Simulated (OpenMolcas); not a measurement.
# P IV: effect of the level shift or regulariser

```json
{
  "Program": "OpenMolcas",
  "Basis": "ANO-RCC-VQZP [6s5p3d2f1g]",
  "Scalar Hamiltonian": "DKH2, point nucleus",
  "Active space": "2 electrons in 8 orbitals (3s 3p 4s 4p)",
  "State averaging": "2S+1 = 3 even, 3 roots; 2S+1 = 1 even, 7 roots; 2S+1 = 3 odd, 3 roots; 2S+1 = 1 odd, 3 roots",
  "Spin-orbit coupling": "RASSI with atomic mean-field integrals over the reference wave functions, term energies averaged over their components"
}
```

Methods on the same reference wave functions:
A. CASSCF
B. MS-CASPT2, IPEA 0.25 Eh, imaginary shift 0.1 Eh (closed shells correlated: 2s 2p)
C. MS-CASPT2, IPEA 0.25 Eh, real shift 0.2 Eh (closed shells correlated: 2s 2p)

Energies in eV above 3s² ¹S₀, the measured ground level; measured values from Martin, Zalubas and Musgrove, J. Phys. Chem. Ref. Data 14, 751 (1985).

```
         Level        A       B       C  Measured
       3s² ¹S₀   0.0000  0.0000  0.0000    0.0000
    3s 3p ³P°₀   8.3918   8.375   8.376    8.4208
    3s 3p ³P°₁   8.4164   8.399   8.401    8.4491
    3s 3p ³P°₂   8.4661   8.449   8.450    8.5072
    3s 3p ¹P°₁  14.5302  13.300  13.318          
       3p² ³P₀  20.5684  20.499  20.501   20.4501
       3p² ³P₁  20.5933  20.525  20.526   20.4804
3p² ³P₂ [64 %]  20.6409  20.584  20.549   20.5385
3p² ¹D₂ [64 %]  22.2435  20.464  20.620   19.6071
```

Deviations, from unrounded energies. A percentage is the sum of absolute deviations over the sum of measured energies, with the sign that they share, or ± where signs differ.

```tsv
Against measurement	Levels	A	B	C
mean absolute deviation (cm-1)	7	3500	1300	1500
other configurations (%)	7	±2.9	±1.1	±1.2
```

B lies closest to measurement on these levels and A furthest from it. The largest miss of B in the table is 3p² ¹D₂ [64 %], by +6900 cm-1. The ranking rests on the paired levels alone, and a cruder setting can come out closer through cancelling errors.

Between B and C the level of the table that moves most is 3p² ¹D₂ [64 %], by 1300 cm-1 (lowest in B, highest in C).

The lowest spin-free term lies below A's lowest term by 0.044 hartree in B, 0.044 hartree in C.

Over all roots computed the reference weight is 0.90 to 1.00 in B, 0.94 to 1.00 in C; the roots of lowest weight are the least certain, and an intruder state may touch them. Active for correlation alone: 4p 4s; no level in the range computed is led by a configuration that fills them, so any true level of that kind is missing. The ¹D term of p² mixes with s d, which this space lacks. Some levels mix across a computed gap that differs much from the measured one, so their mixing is not that of the real levels (holds for B; C). Measured partners are found by configuration, term and J. A level has none where our copy of the source lacks it or the pairing is in doubt (some pairs that miss far off the trend of their configuration count as doubtful), and it then counts in no deviation. Levels of configurations outside the active space are missing. Levels that lie high or do not pair safely by name in every column are left out.

A share in square brackets marks a mixed level and gives the weight of the term that names it, the lowest over the columns. ° marks odd parity.
